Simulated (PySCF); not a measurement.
**[Nd(H2O)8]3+: from a saddle point downhill**

PySCF 2.14.0, RKS BP86, Nd lcecp-1-SVP with ECP49, O def2-SVP, H def2-SVP; non-relativistic Hamiltonian with scalar-relativistic core potentials where named; density fitting; no spin-orbit coupling. Relaxed within the symmetry of its start, the geometry (D4d) is

```xyz
25

Nd    0.0000    0.0000    0.0000
O     2.1705    0.0000    1.2856
H     2.3593    0.0000    2.2506
H     3.0613    0.0000    0.8708
O     0.0000    2.1705    1.2856
H     0.0000    2.3593    2.2506
H     0.0000    3.0613    0.8708
O    -2.1705    0.0000    1.2856
H    -2.3593    0.0000    2.2506
H    -3.0613    0.0000    0.8708
O     0.0000   -2.1705    1.2856
H     0.0000   -2.3593    2.2506
H     0.0000   -3.0613    0.8708
O     1.5348    1.5348   -1.2856
H     2.1647    2.1647   -0.8708
H     1.6683    1.6683   -2.2506
O    -1.5348    1.5348   -1.2856
H    -2.1647    2.1647   -0.8708
H    -1.6683    1.6683   -2.2506
O    -1.5348   -1.5348   -1.2856
H    -2.1647   -2.1647   -0.8708
H    -1.6683   -1.6683   -2.2506
O     1.5348   -1.5348   -1.2856
H     2.1647   -2.1647   -0.8708
H     1.6683   -1.6683   -2.2506
```

and its lowest harmonic modes are -321, -244, -244, -110, -31, -31 cm⁻¹ (negative: unstable). It was moved along the lowest mode and relaxed again, within the group S8 that the move left.

(1) Where does it end, and how much lower?

(2) How do the contacts change?

(3) Is the end a minimum?

An lcecp potential fixes the number of 4f electrons, so in runs with it no electron can move into or out of that shell.

State: singlet in the valence, with the 4f electrons in the core potential.

## Answers

(1) In S8, 0.510 eV lower, after 22 steps:
```xyz
25

Nd    0.0000    0.0000    0.0008
O     2.1005    0.0029    1.3626
H     2.2986    0.5791    2.1346
H     2.9118   -0.5394    1.2434
O    -0.0029    2.1005    1.3626
H    -0.5791    2.2986    2.1346
H     0.5394    2.9118    1.2434
O    -2.1005   -0.0029    1.3626
H    -2.2986   -0.5791    2.1346
H    -2.9118    0.5394    1.2434
O     0.0029   -2.1005    1.3626
H     0.5791   -2.2986    2.1346
H    -0.5394   -2.9118    1.2434
O     1.4802    1.4885   -1.3629
H     2.4371    1.6804   -1.2436
H     1.2111    2.0356   -2.1344
O    -1.4885    1.4802   -1.3629
H    -1.6804    2.4371   -1.2436
H    -2.0356    1.2111   -2.1344
O    -1.4802   -1.4885   -1.3629
H    -2.4371   -1.6804   -1.2436
H    -1.2111   -2.0356   -2.1344
O     1.4885   -1.4802   -1.3629
H     1.6804   -2.4371   -1.2436
H     2.0356   -1.2111   -2.1344
```

(2) 
```tsv
contact	saddle (Å)	end (Å)
Nd1–O2 (H2O)	2.523	2.503
Nd1–O5 (H2O)	2.523	2.503
Nd1–O8 (H2O)	2.523	2.503
Nd1–O11 (H2O)	2.523	2.503
Nd1–O14 (H2O)	2.523	2.503
Nd1–O17 (H2O)	2.523	2.503
Nd1–O20 (H2O)	2.523	2.503
Nd1–O23 (H2O)	2.523	2.503
```


(3) Yes, as far as the noise of the softest modes lets one tell (those above −25 cm⁻¹ count as noise); lowest modes 33, 46, 72, 89, 89, 91 cm⁻¹.
